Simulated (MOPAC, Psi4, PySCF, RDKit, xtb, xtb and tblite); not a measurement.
Conformational energy of SMILES c1ccc(cc1)C=Cc1occc1. Scanned: dihedral C1–C2–C3–O7; all other coordinates were relaxed at GFN2-xTB. Points at φ and −φ are mirror images.

Geometry of the scan point at 120° (Å):
```
23

C      0.0408     0.3764    -0.0911
C      0.9798    -0.5178    -0.4158
C      2.4012    -0.2392    -0.2957
C      3.1648     0.7822    -0.7946
C      4.4676     0.5948    -0.2767
C      4.3978    -0.5080     0.5162
O      3.1550    -1.0164     0.5169
C     -1.3976     0.1726    -0.1259
C     -2.2296     1.1553     0.4164
C     -3.6024     1.0040     0.4196
C     -4.1772    -0.1322    -0.1253
C     -3.3663    -1.1130    -0.6737
C     -1.9933    -0.9649    -0.6749
H      0.3589     1.3665     0.2127
H      0.7226    -1.5424    -0.6485
H      2.8395     1.5493    -1.4672
H      5.3307     1.1994    -0.4665
H      5.1321    -1.0107     1.1139
H     -1.7868     2.0443     0.8433
H     -4.2279     1.7748     0.8462
H     -5.2505    -0.2520    -0.1260
H     -3.8099    -1.9989    -1.1049
H     -1.3787    -1.7348    -1.1155
```

Computed with: GFN2-xTB (xtb and tblite); MMFF94 // GFN2-xTB (RDKit); PBE0/def2-SVP // GFN2-xTB (Psi4); PBE0-D3(BJ)/def2-SVP // GFN2-xTB (Psi4); PBE/def2-SVP // GFN2-xTB (Psi4); PBE-D3(BJ)/def2-SVP // GFN2-xTB (Psi4); UFF // GFN2-xTB (RDKit); PM6, restricted, heats of formation // GFN2-xTB (MOPAC); PM3, restricted, heats of formation // GFN2-xTB (MOPAC); GFN1-xTB // GFN2-xTB (xtb); RKS-B3LYP/6-31G* = restricted B3LYP/6-31G*, spherical d, density fitting // GFN2-xTB in PySCF.

Least-squares fit of E(φ) = a0 + Σ (a_n cos nφ + b_n sin nφ), n = 1 to 4, to the 24 scan points, in kJ/mol above the lowest point of each profile (levels whose profile four harmonics don't fit are not listed):

```json
[
 {"method": "GFN2-xTB", "a0": "14.49", "a1": "-0.07", "b1": "0.00", "a2": "-14.99", "b2": "0.00", "a3": "-0.56", "b3": "0.00", "a4": "1.16", "b4": "0.00", "rms of fit": "0.08"},
 {"method": "MMFF94", "a0": "12.72", "a1": "-1.09", "b1": "0.00", "a2": "-12.34", "b2": "0.00", "a3": "-0.52", "b3": "0.00", "a4": "1.50", "b4": "0.00", "rms of fit": "0.19"},
 {"method": "PBE0/def2-SVP", "a0": "18.56", "a1": "-0.91", "b1": "0.00", "a2": "-16.84", "b2": "0.00", "a3": "-2.19", "b3": "0.00", "a4": "1.22", "b4": "0.00", "rms of fit": "0.18"},
 {"method": "PBE0-D3(BJ)/def2-SVP", "a0": "18.51", "a1": "-0.74", "b1": "0.00", "a2": "-16.94", "b2": "0.00", "a3": "-2.24", "b3": "0.00", "a4": "1.25", "b4": "0.00", "rms of fit": "0.19"},
 {"method": "PBE/def2-SVP", "a0": "20.23", "a1": "-0.86", "b1": "0.00", "a2": "-19.05", "b2": "0.00", "a3": "-1.92", "b3": "0.00", "a4": "1.51", "b4": "0.00", "rms of fit": "0.23"},
 {"method": "PBE-D3(BJ)/def2-SVP", "a0": "20.21", "a1": "-0.67", "b1": "0.00", "a2": "-19.20", "b2": "0.00", "a3": "-1.97", "b3": "0.00", "a4": "1.55", "b4": "0.00", "rms of fit": "0.24"},
 {"method": "UFF", "a0": "17.82", "a1": "-3.17", "b1": "0.00", "a2": "-15.93", "b2": "0.00", "a3": "-0.73", "b3": "0.00", "a4": "2.67", "b4": "0.00", "rms of fit": "0.44"},
 {"method": "PM6", "a0": "5.68", "a1": "0.37", "b1": "0.00", "a2": "-5.05", "b2": "0.00", "a3": "0.31", "b3": "0.00", "a4": "-0.20", "b4": "0.00", "rms of fit": "0.17"},
 {"method": "PM3", "a0": "6.75", "a1": "0.98", "b1": "0.00", "a2": "-5.44", "b2": "0.00", "a3": "0.52", "b3": "0.00", "a4": "-0.13", "b4": "0.00", "rms of fit": "0.20"},
 {"method": "GFN1-xTB", "a0": "15.52", "a1": "-0.12", "b1": "0.00", "a2": "-15.97", "b2": "0.00", "a3": "-0.54", "b3": "0.00", "a4": "1.10", "b4": "0.00", "rms of fit": "0.09"},
 {"method": "RKS-B3LYP/6-31G*", "a0": "17.72", "a1": "-0.76", "b1": "0.00", "a2": "-16.40", "b2": "0.00", "a3": "-2.01", "b3": "0.00", "a4": "1.32", "b4": "0.00", "rms of fit": "0.19"}
]
```
